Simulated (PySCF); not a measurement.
C₂H₆OZn, charge +1, doublet, geometry from GFN2-xTB (such geometries of metal compounds can be far from the true shape) (a state made from the parent by changing its charge; the spin is typed, not shown lowest); PBE/def2-SV(P) (PySCF).

PySCF was given this input:
```python
from pyscf import gto, scf, dft

mol = gto.M(
    atom='''
Zn    0.66052758    0.07892966    0.31364256
C    -0.27977330   -0.97357347   -1.30584936
C    -1.66382522   -0.50934891   -1.22052085
H    -0.10309820   -2.01378381   -1.02993822
H     0.29217277   -0.62914423   -2.16804742
H    -1.78668687    0.55569570   -1.43614479
H    -2.17131394   -0.80146609   -0.29628646
H    -2.22781889   -1.02548261   -2.02047879
O    -0.27939928    1.10498785    1.32849314
H     0.07770294    1.60392264    2.07189514
''',
    basis='def2-sv(p)',
    charge=1,
    spin=1,
    verbose=4,
)

mf = dft.UKS(mol)
mf.xc = 'pbe'
mf.kernel()
mf.analyze()
```

The log (banner, timings and long lists left out):

```
PySCF version 2.14.0

[INPUT] verbose = 4
[INPUT] num. atoms = 10
[INPUT] num. electrons = 55
[INPUT] charge = 1
[INPUT] spin (= nelec alpha-beta = 2S) = 1
[INPUT] symmetry False subgroup None
[INPUT] Mole.unit = angstrom
[INPUT] Symbol           X                Y                Z      unit          X                Y                Z       unit  Magmom
[...]
nuclear repulsion = 249.662707307993
number of shells = 40
number of NR pGTOs = 162
number of NR cGTOs = 78
basis = def2-sv(p)
ecp = {}

******** <class 'pyscf.dft.uks.UKS'> ********
method = UKS
initial guess = minao
damping factor = 0
level_shift factor = 0
DIIS = <class 'pyscf.scf.diis.CDIIS'>
diis_start_cycle = 1
diis_space = 8
diis_damp = 0
SCF conv_tol = 1e-09
SCF conv_tol_grad = None
SCF max_cycles = 50
direct_scf = True
direct_scf_tol = 1e-13
number electrons alpha = 28  beta = 27
XC library pyscf.dft.libxc version 7.1.2
    S. Lehtola, C. Steigemann, M. J. T. Oliveira, and M. A. L. Marques,  SoftwareX 7, 1–5 (2018)
XC functionals = pbe
    J. P. Perdew, K. Burke, and M. Ernzerhof,  Phys. Rev. Lett. 77, 3865 (1996)
    J. P. Perdew, K. Burke, and M. Ernzerhof,  Phys. Rev. Lett. 78, 1396 (1997)
    J. P. Perdew, K. Burke, and M. Ernzerhof,  Phys. Rev. Lett. 77, 3865 (1996)
    J. P. Perdew, K. Burke, and M. Ernzerhof,  Phys. Rev. Lett. 78, 1396 (1997)
radial grids:
    Treutler-Ahlrichs [JCP 102, 346 (1995); DOI:10.1063/1.469408] (M4) radial grids

becke partition: Becke, JCP 88, 2547 (1988); DOI:10.1063/1.454033
pruning grids: <function nwchem_prune>
grids dens level: 3
symmetrized grids: False
atomic radii adjust function: <function treutler_atomic_radii_adjust>
small_rho_cutoff = 0
Set gradient conv threshold to 3.16228e-05
tot grids = 121808
init E= -1933.24687144895

cycle= 1 E= -1932.87111603582  delta_E= 0.376  |g|= 0.985  |ddm|= 2.34
cycle= 2 E= -1928.19349456637  delta_E= 4.68  |g|= 2.58  |ddm|= 3.32
cycle= 3 E= -1932.87372655932  delta_E= -4.68  |g|= 0.853  |ddm|= 2.96
cycle= 4 E= -1933.22847878759  delta_E= -0.355  |g|= 0.115  |ddm|= 0.968
cycle= 5 E= -1932.9673950032  delta_E= 0.261  |g|= 0.584  |ddm|= 1.09
cycle= 6 E= -1933.23400093897  delta_E= -0.267  |g|= 0.13  |ddm|= 0.972
cycle= 7 E= -1933.24301298047  delta_E= -0.00901  |g|= 0.0482  |ddm|= 0.151
cycle= 8 E= -1933.24452296354  delta_E= -0.00151  |g|= 0.0158  |ddm|= 0.0688
cycle= 9 E= -1933.2446599896  delta_E= -0.000137  |g|= 0.00409  |ddm|= 0.0228
[...]
converged SCF energy = -1933.24467336713  <S^2> = 0.75421654  2S+1 = 2.0042121
Total Energy =                       -1933.244673367133601
[...]
spin_pop of  2 C 3pz       0.00027
spin_pop of  2 C 3dxy      0.00005
spin_pop of  2 C 3dyz      0.00003
spin_pop of  2 C 3dz^2     0.00002
spin_pop of  2 C 3dxz      0.00025
spin_pop of  2 C 3dx2-y2    0.00003
spin_pop of  3 H 1s       -0.00111
spin_pop of  3 H 2s        0.00062
spin_pop of  4 H 1s       -0.00090
spin_pop of  4 H 2s        0.00065
spin_pop of  5 H 1s        0.01285
spin_pop of  5 H 2s        0.00007
spin_pop of  6 H 1s        0.01440
spin_pop of  6 H 2s        0.00007
spin_pop of  7 H 1s        0.08894
spin_pop of  7 H 2s        0.00066
spin_pop of  8 O 1s       -0.00000
spin_pop of  8 O 2s        0.00174
spin_pop of  8 O 3s        0.00139
spin_pop of  8 O 2px       0.15965
spin_pop of  8 O 2py       0.03953
spin_pop of  8 O 2pz       0.01541
spin_pop of  8 O 3px       0.00073
spin_pop of  8 O 3py       0.00032
spin_pop of  8 O 3pz       0.00014
spin_pop of  8 O 3dxy      0.00011
spin_pop of  8 O 3dyz      0.00004
spin_pop of  8 O 3dz^2     0.00006
spin_pop of  8 O 3dxz      0.00004
spin_pop of  8 O 3dx2-y2    0.00010
spin_pop of  9 H 1s       -0.00383
spin_pop of  9 H 2s        0.00111
 ** Mulliken Spin Density (per atom)  **
spin density of  0 Zn =      0.09793
spin density of  1 C =      0.53320
spin density of  2 C =      0.03608
spin density of  3 H =     -0.00050
spin density of  4 H =     -0.00025
spin density of  5 H =      0.01291
spin density of  6 H =      0.01447
spin density of  7 H =      0.08960
spin density of  8 O =      0.21927
spin density of  9 H =     -0.00272
 ** Mulliken pop alpha/beta on meta-lowdin orthogonal AOs **
 ** Mulliken pop       alpha | beta **
In total            28.00000 | 27.00000
 ** Mulliken atomic charges   ( Nelec_alpha | Nelec_beta ) **
charge of  0Zn =      1.19920  (    14.44936     14.35143 )
charge of  1C =     -0.27699  (     3.40510      2.87190 )
charge of  2C =     -0.28036  (     3.15822      3.12214 )
charge of  3H =      0.14997  (     0.42477      0.42526 )
charge of  4H =      0.15016  (     0.42480      0.42504 )
charge of  5H =      0.14489  (     0.43401      0.42110 )
charge of  6H =      0.14590  (     0.43428      0.41982 )
charge of  7H =      0.19768  (     0.44596      0.35636 )
charge of  8O =     -0.77372  (     4.49649      4.27722 )
charge of  9H =      0.34326  (     0.32701      0.32973 )

WARN: System has nonzero charge 1; the dipole moment is origin-dependent.
Location of origin: [0. 0. 0.]

Dipole moment(X, Y, Z, Debye):  1.25657, -1.52351, -1.55430
```
